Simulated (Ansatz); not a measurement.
`CCCCCBr`, relaxed with RKS PBE0-D4/def2-TZVP in Ansatz 0.2.0 from a PBE-D4/def2-SVP geometry. The force threshold is 0.005 eV/Å; the program also tests the step.

Total charge 0; spin multiplicity 1.

Start:

```xyz
17

C    -2.536    0.315    0.411
C    -1.310   -0.529    0.062
C    -0.011    0.281    0.013
C     1.218   -0.560   -0.340
C     2.528    0.208   -0.402
Br    3.075    0.936    1.351
H    -2.420    0.803    1.402
H    -3.460   -0.297    0.446
H    -2.697    1.121   -0.335
H    -1.468   -1.032   -0.918
H    -1.197   -1.350    0.804
H     0.159    0.774    0.995
H    -0.115    1.107   -0.727
H     1.075   -1.026   -1.343
H     1.321   -1.405    0.376
H     3.371   -0.432   -0.721
H     2.467    1.086   -1.074
```

Q: By how much does the energy fall, and how many steps does the optimiser take? (An estimate is asked.)

A: The calculation gave: 6.48 kJ/mol, in 4 steps.

Q: Which bonds change most? (Estimate.)

A: Ansatz gave: C5–Br6 from 1.975 to 1.953 Å; C5–H17 from 1.107 to 1.089 Å; C5–H16 from 1.105 to 1.088 Å; C3–H12 from 1.112 to 1.095 Å.

Q: Give the relaxed structure. (An estimate is asked.)

A: The calculation gave: 
```xyz
17

C    -2.510    0.315    0.405
C    -1.296   -0.528    0.058
C    -0.009    0.280    0.017
C     1.206   -0.561   -0.330
C     2.502    0.209   -0.404
Br    3.050    0.919    1.331
H    -2.393    0.788    1.384
H    -3.422   -0.286    0.433
H    -2.660    1.111   -0.329
H    -1.451   -1.016   -0.911
H    -1.188   -1.337    0.790
H     0.150    0.763    0.986
H    -0.111    1.090   -0.716
H     1.059   -1.024   -1.315
H     1.312   -1.383    0.385
H     3.332   -0.415   -0.726
H     2.428    1.077   -1.059
```
